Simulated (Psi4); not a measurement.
H2Be, triplet, geometry from GFN2-xTB of the parent state (such geometries of metal compounds can be far from the true shape) (a higher spin typed on purpose: for a closed-shell molecule this is an excited state); SVWN/6-311G** (Psi4 1.11).

Input for Psi4:
```
memory 2 GB

molecule {
0 3
  Be    0.00000000    0.00000000    0.00000000
  H     0.00000000    0.00000000    1.27939097
  H    -0.00000000   -0.00000000   -1.27939097
}

set basis 6-311g**
set reference uks

energy('svwn')
print_variables()
```

Predict the main parts of the log of this Psi4 run.


```
   => Loading Basis Set <=

    Name: 6-311G**
    Role: ORBITAL
    Keyword: BASIS

         ---------------------------------------------------------
                                   SCF
               by Justin Turney, Rob Parrish, Andy Simmonett
                          and Daniel G. A. Smith
                              UKS Reference
         ---------------------------------------------------------

  ==> Geometry <==

    Molecular point group: d2h
    Full point group: D_inf_h

    Geometry (in Angstrom), charge = 0, multiplicity = 3:

       Center              X                  Y                   Z               Mass
    ------------   -----------------  -----------------  -----------------  -----------------
         BE           0.000000000000     0.000000000000     0.000000000000     9.012183065000
         H            0.000000000000     0.000000000000     1.279390970000     1.007825032230
         H            0.000000000000     0.000000000000    -1.279390970000     1.007825032230

  Running in d2h symmetry.

  Rotational constants: A = ************  B =      5.10946  C =      5.10946 [cm^-1]
  Rotational constants: A = ************  B = 153177.68452  C = 153177.68452 [MHz]
  Nuclear repulsion =    3.515740220282313

  Charge       = 0
  Multiplicity = 3
  Electrons    = 6
  Nalpha       = 4
  Nbeta        = 2

  ==> Algorithm <==

  SCF Algorithm Type is DF.
  DIIS enabled.
  MOM disabled.
  Fractional occupation disabled.
  Guess Type is SAD.
  Energy threshold   = 1.00e-06
  Density threshold  = 1.00e-06
  Integral threshold = 1.00e-12

  ==> Primary Basis <==

  Basis Set: 6-311G**
    Blend: 6-311G**
    Number of shells: 16
    Number of basis functions: 30
    Number of Cartesian functions: 31
    Spherical Harmonics?: true
    Max angular momentum: 2

  ==> DFT Potential <==

   => LibXC <=

    Version 7.1.2
    S. Lehtola, C. Steigemann, M. J. T. Oliveira, and M. A. L. Marques,  SoftwareX 7, 1–5 (2018) (10.1016/j.softx.2017.11.002)

   => Composite Functional: SVWN <=

    Slater exchange
    Vosko, Wilk & Nusair (VWN5_RPA)
    P. A. M. Dirac,  Math. Proc. Cambridge Philos. Soc. 26, 376 (1930) (10.1017/S0305004100016108)
    F. Bloch,  Z. Phys. 57, 545 (1929) (10.1007/BF01340281)
    S. H. Vosko, L. Wilk, and M. Nusair,  Can. J. Phys. 58, 1200 (1980) (10.1139/p80-159)

    Deriv               =              1
    GGA                 =          FALSE
    Meta                =          FALSE

    Exchange Hybrid     =          FALSE
    MP2 Hybrid          =          FALSE

   => Exchange Functionals <=

    1.0000         XC_LDA_X

   => Correlation Functionals <=

    1.0000   XC_LDA_C_VWN_RPA

   => LibXC Density Thresholds  <==

    XC_LDA_C_VWN_RPA:  1.00E-15
    XC_LDA_X:  1.00E-15

   => Molecular Quadrature <=

    Radial Scheme          =       TREUTLER
    Pruning Scheme         =           NONE
    Nuclear Scheme         =       TREUTLER

    Blocking Scheme        =         OCTREE
    BS radius alpha        =              1
    Pruning alpha          =              1
    Radial Points          =             75
    Spherical Points       =            302
    Total Points           =          65828
    Total Blocks           =            552
    Max Points             =            255
    Max Functions          =             30
    Weights Tolerance      =       1.00E-15

   => Loading Basis Set <=

    Name: (6-311G** AUX)
    Role: JKFIT
    Keyword: DF_BASIS_SCF

  ==> Integral Setup <==

  SCF_SUBTYPE=INCORE selected. In-core MEM_DF algorithm will be used.
  Using in-core AOs.

  ==> MemDFJK: Density-Fitted J/K Matrices <==

    J tasked:                   Yes
    K tasked:                    No
    wK tasked:                   No
    Algorithm:                 Core
    Schwarz Cutoff:           1E-12
    Mask sparsity (%):       0.0000
    Fitting Condition:        1E-10

   => Auxiliary Basis Set <=

  Basis Set: (6-311G** AUX)
    Blend: CC-PVTZ-JKFIT + DEF2-UNIVERSAL-JKFIT
[...]

   -------------------------
    Irrep   Nso     Nmo
   -------------------------
     Ag        10      10
     B1g        1       1
     B2g        2       2
     B3g        2       2
     Au         0       0
     B1u        7       7
     B2u        4       4
     B3u        4       4
   -------------------------
    Total      30      30
   -------------------------

  ==> Iterations <==

                           Total Energy        Delta E     RMS |[F,P]|

   @DF-UKS iter SAD:   -15.38791935666075   -1.53879e+01   0.00000e+00
   @DF-UKS iter   1:   -15.53342714000048   -1.45508e-01   1.05177e-02 ADIIS/DIIS
   @DF-UKS iter   2:   -15.55171264453175   -1.82855e-02   5.55153e-03 ADIIS/DIIS
   @DF-UKS iter   3:   -15.55816778292972   -6.45514e-03   5.05514e-04 ADIIS/DIIS
   @DF-UKS iter   4:   -15.55821139652225   -4.36136e-05   5.86893e-05 DIIS
   @DF-UKS iter   5:   -15.55821221648043   -8.19958e-07   8.28480e-06 DIIS
   @DF-UKS iter   6:   -15.55821223202150   -1.55411e-08   4.75101e-07 DIIS
  Energy and wave function converged.

  ==> Post-Iterations <==

   Electrons on quadrature grid:
      Nalpha   =    4.0000002296 ; deviation = 2.296e-07
      Nbeta    =    2.0000001018 ; deviation = 1.018e-07
      Ntotal   =    6.0000003315 ; deviation = 3.315e-07

   @Spin Contamination Metric:   2.213105143E-03
   @S^2 Expected:                2.000000000E+00
   @S^2 Observed:                2.002213105E+00
   @S   Expected:                1.000000000E+00
   @S   Observed:                1.000000000E+00

    Orbital Energies [Eh]
    ---------------------

    Alpha Occupied:

[...]
       1B3u   -0.122565

    Alpha Virtual:

[...]
    Beta Occupied:

[...]
    Beta Virtual:

[...]
      10Ag     7.981342

    Final Occupation by Irrep:
             Ag   B1g   B2g   B3g    Au   B1u   B2u   B3u
    DOCC [     2,    0,    0,    0,    0,    0,    0,    0 ]
    SOCC [     0,    0,    0,    0,    0,    1,    0,    1 ]
    NA   [     2,    0,    0,    0,    0,    1,    0,    1 ]
    NB   [     2,    0,    0,    0,    0,    0,    0,    0 ]

  @DF-UKS Final Energy:   -15.55821223202150

   => Energetics <=

    Nuclear Repulsion Energy =              3.5157402202823129
    One-Electron Energy =                 -26.8873091819555583
    Two-Electron Energy =                  11.1577234209667324
    DFT Exchange-Correlation Energy =      -3.3443666913149874
    Empirical Dispersion Energy =           0.0000000000000000
    VV10 Nonlocal Energy =                  0.0000000000000000
    Total Energy =                        -15.5582122320214999

  UHF NO Occupations:
  HONO-2 :    2 Ag 1.9988954
  HONO-1 :    1B1u 1.0000000
  HONO-0 :    1B3u 1.0000000
  LUNO+0 :    3 Ag 0.0011046
  LUNO+1 :    4 Ag 0.0000026
  LUNO+2 :    5 Ag 0.0000000
  LUNO+3 :    2B1u 0.0000000

Computation Completed

Properties will be evaluated at   0.000000,   0.000000,   0.000000 [a0]

Properties computed using the SCF density matrix

 Multipole Moments:

 ------------------------------------------------------------------------------------
     Multipole            Electronic (a.u.)      Nuclear  (a.u.)        Total (a.u.)
 ------------------------------------------------------------------------------------

 L = 1.  Multiply by 2.5417464519 to convert [e a0] to [Debye]
 Dipole X            :          0.0000000            0.0000000            0.0000000
 Dipole Y            :          0.0000000            0.0000000            0.0000000
 Dipole Z            :          0.0000000            0.0000000            0.0000000
 Magnitude           :                                                    0.0000000

 ------------------------------------------------------------------------------------

  Variable Map:
  ----------------------------------------------------------------------------
[...]
  Array Variable Map:
  ----------------------------------------------------------------------------
[...]
[...]
```
